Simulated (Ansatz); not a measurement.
Q: Name a neutral molecule of Mo, N, O, S and H with ideal-gas entropy at 298 K and 1 bar (rigid rotor, harmonic PBE0-D4/def2-TZVP) between 344 and 360 J/(mol·K) and HOMO–LUMO gap (PBE/def2-TZVPP) between 2.75 and 3.05 eV (Ansatz, PBE0-D4/def2-TZVP geometry).

A: `[NH2][Mo](=[O])([OH])=[S]` (352 J/(mol·K), 2.97 eV); `[NH2][Mo]([NH2])(=[O])=[S]` (359 J/(mol·K), 2.95 eV). Other molecules can fit too; these were computed, each in one conformer that needn't be the lowest.
